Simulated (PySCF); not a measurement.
Ionisation energy of Cu by level of theory

Cu [Ar] 3d10 4s1 (2S) → Cu⁺ [Ar] 3d10 (1S), as a difference of total energies. All numbers are calculated (PySCF 2.14, a scalar-relativistic core potential, in aug-cc-pwCVDZ-PP with ECP10MDF). Correlated levels: valence and next inner shell: nothing frozen outside the core potential. The calculations carry no spin-orbit coupling.

```json
{"method": "UHF", "ionisation energy (eV)": "6.596", "error (eV)": "-1.130"}
{"method": "MP2 (valence and next inner shell)", "ionisation energy (eV)": "7.643", "error (eV)": "-0.083"}
{"method": "SCS-MP2 (valence and next inner shell)", "ionisation energy (eV)": "7.456", "error (eV)": "-0.270"}
{"method": "CCSD (valence and next inner shell)", "ionisation energy (eV)": "7.431", "error (eV)": "-0.295"}
{"method": "CCSD(T) (valence and next inner shell)", "ionisation energy (eV)": "7.573", "error (eV)": "-0.153"}
```

Reference: 7.726 eV (measured; NIST Atomic Spectra Database, ionization energies).

Errors of the correlated levels include the incompleteness of this basis.
